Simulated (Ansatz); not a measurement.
Tuning the range parameter of LC-ωPBE so that −HOMO meets the ionisation energy; basis def2-SVP, Ansatz. System: `CC(=O)SCCCCc1c(F)c(F)c(F)c(F)c1F`. Total charge 0; singlet. Geometry: PBE-D4/def2-SVP. The ionised state is a doublet.

Geometry of the singlet:

Cartesian coordinates in Å:
```
C -4.5054 1.0101 0.1362
C -3.0890 1.2645 -0.3335
O -2.4916 0.5621 -1.1286
S -2.3467 2.7165 0.4416
C -0.6759 2.5997 -0.2883
C 0.2199 1.5702 0.3982
C 1.6144 1.5027 -0.2314
C 2.5199 0.4160 0.3822
C 1.9746 -0.9796 0.2033
C 1.2380 -1.6217 1.2122
F 1.0367 -1.0009 2.3868
C 0.6982 -2.9066 1.0402
F 0.0056 -3.4939 2.0207
C 0.8797 -3.5705 -0.1844
F 0.3673 -4.7893 -0.3656
C 1.6063 -2.9529 -1.2167
F 1.7818 -3.5861 -2.3798
C 2.1329 -1.6682 -1.0112
F 2.8161 -1.0904 -2.0134
H -5.0371 0.4047 -0.6223
H -5.0517 1.9540 0.3311
H -4.4736 0.4350 1.0858
H -0.2554 3.6245 -0.2291
H -0.8179 2.3411 -1.3579
H 0.2997 1.7997 1.4824
H -0.2716 0.5787 0.3172
H 1.5219 1.3177 -1.3237
H 2.1256 2.4846 -0.1260
H 3.5210 0.4696 -0.0908
H 2.6563 0.6090 1.4650
```

| ω (1/bohr) | HOMO (eV) | LUMO (eV) | vertical IE (eV) | HOMO + IE (eV) |
| --- | --- | --- | --- | --- |
| 0.1 | -7.43 | -0.15 | 8.32 | 0.88 |
| 0.15 | -8.05 | 0.34 | 8.60 | 0.54 |
| 0.2 | -8.57 | 0.69 | 8.88 | 0.31 |
| 0.3 | -9.34 | 1.09 | 9.32 | -0.03 |

Where does the tuning condition hold?

Near ω = 0.29 bohr⁻¹, by linear interpolation.
